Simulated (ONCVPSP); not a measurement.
## Pseudopotential generation for Tl (Z = 81): ONCV, LDA (Perdew-Zunger), scalar-relativistic.

thallium, optimised norm-conserving Vanderbilt (ONCV), made with ONCVPSP 4.0.1 (LDA (Perdew-Zunger), scalar-relativistic). Core [Kr] 4d10 4f14, reference 5s2 5p6 5d10 6s2 6p1. Waves: 5s+6s: rc 1.50 bohr, ncon 4, nbas 9, qcut 7.9 1/bohr, 2 projectors; 5p+6p: rc 1.35 bohr, ncon 3, nbas 7, qcut 8.1 1/bohr, 2 projectors; 5d: rc 1.85 bohr, ncon 3, nbas 6, qcut 9.6 1/bohr, 2 projectors, debl 2.5 Ha. Local part: polynomial inside 1.30 bohr (lpopt 5, dvloc0 0 Ha). Core correction: none.

Calculated quality:

- Cutoffs needed: 25 Ha and 32 Ha (the cutoffs (Ha) at which the residual kinetic energy of the hardest occupied pseudo-wave falls to 1 and 0.1 mHa per electron)
- Ghost test: no bound ghost flagged; GHOST(+) flagged for s at 272.0 eV
- Configuration tests: 1 of 4 tests not solved or not reliable

Generation and tests took about 4 s on one core of a shared server CPU.
